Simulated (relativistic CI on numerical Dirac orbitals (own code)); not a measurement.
Calculated levels, Sc²⁰⁺

Calculated at this level of theory: Dirac equation for one electron, model QED (radiative potential, 1s self-energy scaled to tabulated hydrogen-like ionisation energies) (own radial code, finite nucleus).

CI space: 1s, 2s, 2p, 3s, 3p, 3d, 4s, 4p, 4d, 4f, 5s, 5p, 5d, 5f, 5g, 6s, 6p, 6d. Levels of other configurations are missing.

The lowest level is 1s ²S1/2, with 100 % of that term; Hund's rules for 1s give ²S with J = 1/2, in agreement.

| No. | Configuration | Term | J | E (eV) | % | Landé g |
| --- | --- | --- | --- | --- | --- | --- |
| 1 | 1s | ²S | 1/2 | 0.00 | 100 | 1.987 |
| 2 | 2p | ²P° | 1/2 | 4522.60 | 100 | 0.662 |
| 3 | 2s | ²S | 1/2 | 4522.87 | 100 | 1.998 |
| 4 | 2p | ²P° | 3/2 | 4531.56 | 100 | 1.331 |
| 5 | 3p | ²P° | 1/2 | 5363.13 | 100 | 0.664 |
| 6 | 3s | ²S | 1/2 | 5363.21 | 100 | 2.001 |
| 7 | 3d | ²D | 3/2 | 5365.78 | 100 | 0.798 |
| 8 | 3p | ²P° | 3/2 | 5365.78 | 100 | 1.333 |
| 9 | 3d | ²D | 5/2 | 5366.65 | 100 | 1.199 |
| 10 | 4p | ²P° | 1/2 | 5656.95 | 100 | 0.665 |
| 11 | 4s | ²S | 1/2 | 5656.98 | 100 | 2.001 |
| 12 | 4d | ²D | 3/2 | 5658.07 | 100 | 0.799 |
| 13 | 4p | ²P° | 3/2 | 5658.07 | 100 | 1.333 |
| 14 | 4f | ²F° | 5/2 | 5658.44 | 100 | 0.856 |
| 15 | 4d | ²D | 5/2 | 5658.44 | 100 | 1.200 |
| 16 | 4f | ²F° | 7/2 | 5658.62 | 100 | 1.142 |
| 17 | 5p | ²P° | 1/2 | 5792.79 | 100 | 0.665 |
| 18 | 5s | ²S | 1/2 | 5792.81 | 100 | 2.002 |
| 19 | 5d | ²D | 3/2 | 5793.36 | 100 | 0.799 |
| 20 | 5p | ²P° | 3/2 | 5793.36 | 100 | 1.334 |
| 21 | 5f | ²F° | 5/2 | 5793.55 | 100 | 0.856 |
| 22 | 5d | ²D | 5/2 | 5793.55 | 100 | 1.200 |
| 23 | 5g | ²G | 7/2 | 5793.65 | 100 | 0.888 |
| 24 | 5f | ²F° | 7/2 | 5793.65 | 100 | 1.143 |
| 25 | 5g | ²G | 9/2 | 5793.70 | 100 | 1.111 |
| 26 | 6p | ²P° | 1/2 | 5866.52 | 100 | 0.665 |
| 27 | 6s | ²S | 1/2 | 5866.53 | 100 | 2.002 |
| 28 | 6d | ²D | 3/2 | 5866.85 | 100 | 0.799 |
| 29 | 6p | ²P° | 3/2 | 5866.85 | 100 | 1.334 |
| 30 | 6d | ²D | 5/2 | 5866.96 | 100 | 1.200 |

Energies count from the lowest computed level; ° marks odd parity.
